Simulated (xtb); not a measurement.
Input file for xtb: GFN2-xTB on NH (SMILES [NH]), 2S+1 = 1, a spin state set in the input, which need not be the lowest.

```
$ xtb mol.xyz --gfn 2 --sp --chrg 0 --uhf 0
2

N     -0.00000000    -0.00000000    -0.13018578
H      0.00000000     0.00000000     0.91130049
```

Output:

```
[...]
           -------------------------------------------------
          |                Calculation Setup                |
           -------------------------------------------------



           -------------------------------------------------
          |                 G F N 2 - x T B                 |
           -------------------------------------------------

        Reference                      10.1021/acs.jctc.8b01176
      * Hamiltonian:
        H0-scaling (s, p, d)           1.850000    2.230000    2.230000
        zeta-weighting                 0.500000
      * Dispersion:
        s8                             2.700000
        a1                             0.520000
        a2                             5.000000
        s9                             5.000000
      * Repulsion:
        kExp                           1.500000    1.000000
        rExp                           1.000000
      * Coulomb:
        alpha                          2.000000
        third order                    shell-resolved
        anisotropic                    true
        a3                             3.000000
        a5                             4.000000
        cn-shift                       1.200000
        cn-exp                         4.000000
        max-rad                        5.000000


          ...................................................
          :                      SETUP                      :
          :.................................................:
          :  # basis functions                   5          :
          :  # atomic orbitals                   5          :
          :  # shells                            3          :
          :  # electrons                         6          :
          :  max. iterations                   250          :
          :  Hamiltonian                  GFN2-xTB          :
          :  restarted?                      false          :
          :  GBSA solvation                  false          :
          :  PC potential                    false          :
          :  electronic temp.          300.0000000     K    :
          :  accuracy                    1.0000000          :
          :  -> integral cutoff          0.2500000E+02      :
          :  -> integral neglect         0.1000000E-07      :
          :  -> SCF convergence          0.1000000E-05 Eh   :
          :  -> wf. convergence          0.1000000E-03 e    :
          :  Broyden damping             0.4000000          :
          :  net charge                          0          :
          :  unpaired electrons                  0          :
          ...................................................

 iter      E             dE          RMSdq      gap      omega  full diag
   1     -3.2165966 -0.321660E+01  0.697E+00    0.00       0.0  T
   2     -3.2181658 -0.156916E-02  0.414E+00    0.00       1.0  T
   3     -3.2184175 -0.251761E-03  0.436E-01    0.00       1.0  T
   4     -3.2184509 -0.334171E-04  0.981E-02    0.00       1.0  T
   5     -3.2184510 -0.416642E-07  0.422E-02    0.00       1.7  T
   6     -3.2184515 -0.555872E-06  0.433E-04    0.00     163.3  T
   7     -3.2184515 -0.618687E-10  0.892E-06    0.00    7930.0  T

   *** convergence criteria satisfied after 7 iterations ***

         #    Occupation            Energy/Eh            Energy/eV
      -------------------------------------------------------------
         1        2.0000           -0.6106545             -16.6168
         2        2.0000           -0.4734709             -12.8838
         3        1.0000           -0.4474129             -12.1747 (HOMO)
         4        1.0000           -0.4474129             -12.1747 (LUMO)
         5                          0.0597204               1.6251
      -------------------------------------------------------------
                  HL-Gap            0.0000000 Eh            0.0000 eV
             Fermi-level           -0.4474129 Eh          -12.1747 eV

 SCC (total)                   0 d,  0 h,  0 min,  0.002 sec
 SCC setup                      ...        0 min,  0.000 sec (  8.792%)
 Dispersion                     ...        0 min,  0.000 sec (  2.293%)
 classical contributions        ...        0 min,  0.000 sec (  1.644%)
 integral evaluation            ...        0 min,  0.000 sec (  6.487%)
 iterations                     ...        0 min,  0.001 sec ( 59.173%)
 molecular gradient             ...        0 min,  0.000 sec (  8.419%)
 printout                       ...        0 min,  0.000 sec ( 12.541%)

         :::::::::::::::::::::::::::::::::::::::::::::::::::::
         ::                     SUMMARY                     ::
         :::::::::::::::::::::::::::::::::::::::::::::::::::::
         :: total energy              -3.204173288157 Eh    ::
         :: gradient norm              0.017094823138 Eh/a0 ::
         :: HOMO-LUMO gap              0.000000037041 eV    ::
         ::.................................................::
         :: SCC energy                -3.218451540140 Eh    ::
         :: -> isotropic ES            0.003771907835 Eh    ::
         :: -> anisotropic ES         -0.002822104813 Eh    ::
         :: -> anisotropic XC          0.015375225800 Eh    ::
         :: -> dispersion             -0.000080386572 Eh    ::
         :: repulsion energy           0.014278251983 Eh    ::
         :: add. restraining           0.000000000000 Eh    ::
         :: total charge               0.000000000002 e     ::
         :::::::::::::::::::::::::::::::::::::::::::::::::::::

           -------------------------------------------------
          |                Property Printout                |
           -------------------------------------------------

    * Orbital Energies and Occupations

         #    Occupation            Energy/Eh            Energy/eV
      -------------------------------------------------------------
         1        2.0000           -0.6106545             -16.6168
         2        2.0000           -0.4734709             -12.8838
         3        1.0000           -0.4474129             -12.1747 (HOMO)
         4        1.0000           -0.4474129             -12.1747 (LUMO)
         5                          0.0597204               1.6251
      -------------------------------------------------------------
                  HL-Gap            0.0000000 Eh            0.0000 eV
             Fermi-level           -0.4474129 Eh          -12.1747 eV

     #   Z          covCN         q      C6AA      α(0)
     1   7 N        0.858    -0.179    25.175     7.285
     2   1 H        0.858     0.179     1.219     1.730

 Mol. C6AA /au·bohr⁶  :         37.397290
 Mol. C8AA /au·bohr⁸  :        749.801212
 Mol. α(0) /au        :          9.015198


Wiberg/Mayer (AO) data.
largest (>0.10) Wiberg bond orders for each atom

 ---------------------------------------------------------------------------
     #   Z sym  total        # sym  WBO       # sym  WBO       # sym  WBO
 ---------------------------------------------------------------------------
     1   7 N    0.968 --     2 H    0.968
     2   1 H    0.968 --     1 N    0.968
 ---------------------------------------------------------------------------

Topologies differ in total number of bonds
Writing topology from bond orders to xtbtopo.mol

molecular dipole:
                 x           y           z       tot (Debye)
 q only:        0.000       0.000       0.353
   full:        0.000      -0.000       0.669       1.701
molecular quadrupole (traceless):
                xx          xy          yy          xz          yz          zz
 q only:       -0.260       0.000      -0.260       0.000       0.000       0.521
  q+dip:       -0.451       0.000      -0.451      -0.000       0.000       0.901
   full:       -0.172       0.000      -0.172      -0.000       0.000       0.344
Note: The following floating-point exceptions are signalling: IEEE_DENORMAL
normal termination of xtb


           -------------------------------------------------
          | TOTAL ENERGY               -3.204173288157 Eh   |
          | GRADIENT NORM               0.017094823138 Eh/α |
          | HOMO-LUMO GAP               0.000000037041 eV   |
           -------------------------------------------------

------------------------------------------------------------------------
------------------------------------------------------------------------
 total:
 SCF:
```

The run finished.

Cost: very roughly 0.07 core-seconds.
